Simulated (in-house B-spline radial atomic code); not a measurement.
## Bi XXX (Bi29+): [Ne] 3s2 (3p1/2)2 (3p3/2)3 3d10 4s2 4p6 4d10 4f9 (with a hole in an inner shell)

Level of theory: Dirac-Hartree-Fock, average of the jj configuration, Fermi nucleus of rms radius 5.5211 fm; calculated with a B-spline radial code for spherical atoms.

Effective charges: Z_r = [3n² - l(l+1)]/(2<r>) from the radius, Z_e = n√(-2ε) from the energy, and Slater's rules. Values are occupation-weighted means over j. An effective charge above Z reflects the relativistic contraction of the inner shells.

```json
{"shell": "1s", "electrons": "2", "ε (eV)": "-92190", "<r> (bohr)": "0.01579", "Z_r": "94.98", "Z_e": "82.32", "Slater": "82.70"}
{"shell": "2s", "electrons": "2", "ε (eV)": "-17547", "<r> (bohr)": "0.06571", "Z_r": "91.31", "Z_e": "71.83", "Slater": "78.85"}
{"shell": "2p", "electrons": "6", "ε (eV)": "-15323", "<r> (bohr)": "0.05994", "Z_r": "83.41", "Z_e": "67.12", "Slater": "78.85"}
{"shell": "3s", "electrons": "2", "ε (eV)": "-5029.8", "<r> (bohr)": "0.17", "Z_r": "79.43", "Z_e": "57.68", "Slater": "72.10"}
{"shell": "3p", "electrons": "5", "ε (eV)": "-4418.7", "<r> (bohr)": "0.1706", "Z_r": "73.27", "Z_e": "54.06", "Slater": "72.10"}
{"shell": "3d", "electrons": "10", "ε (eV)": "-3651.8", "<r> (bohr)": "0.1562", "Z_r": "67.23", "Z_e": "49.15", "Slater": "62.85"}
{"shell": "4s", "electrons": "2", "ε (eV)": "-1861.2", "<r> (bohr)": "0.3654", "Z_r": "65.67", "Z_e": "46.78", "Slater": "56.10"}
{"shell": "4p", "electrons": "6", "ε (eV)": "-1630.9", "<r> (bohr)": "0.3828", "Z_r": "60.08", "Z_e": "43.79", "Slater": "56.10"}
{"shell": "4d", "electrons": "10", "ε (eV)": "-1348", "<r> (bohr)": "0.3935", "Z_r": "53.37", "Z_e": "39.82", "Slater": "44.85"}
{"shell": "4f", "electrons": "9", "ε (eV)": "-1061.5", "<r> (bohr)": "0.3803", "Z_r": "47.33", "Z_e": "35.33", "Slater": "35.20"}
```

The least bound orbital is 4f7/2 at -1058 eV, while the most diffuse is 4d5/2 (<r> = 0.397 bohr against 0.3821 bohr): energy order and size order differ. The part-filled 3p shell lies below the filled 4d shell in orbital energy.

For the 1s electron the small component carries 10.1 % of the norm, the zero-frequency Breit interaction raises the level by 356 eV, self-energy by 233.5 eV, and vacuum polarisation lowers it by 50.59 eV.
